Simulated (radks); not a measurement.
Problem. All-electron atom: Nd13+ in [Kr] 4d10 5s1. All-electron calculation, scalar-relativistic Kohn-Sham, BLYP, spin-unpolarised, spherical densities, point nucleus. Program: a radial shooting solver on a logarithmic mesh with Libxc functionals. Some entries of the table are withheld. Estimate them.

orbital,occ.,eigenvalue (hartree),<1/r> (bohr^-1)
1s,2,-1604.464,(1)
2s,2,-267.2156,15.26
2p,6,-239.8493,14.39
3s,2,-65.22175,5.565
3p,6,-56.59209,5.258
3d,10,-44.61900,4.989
4s,2,-19.96932,2.376
4p,6,-17.07823,2.206
4d,10,-12.95026,(2)
5s,1,-8.65649,1.130
5p,0,-7.65985,1.045
6s,0,-4.95408,0.6691

Solution. 
(1) 1s <1/r> (bohr^-1): 66.06
(2) 4d <1/r> (bohr^-1): 1.974
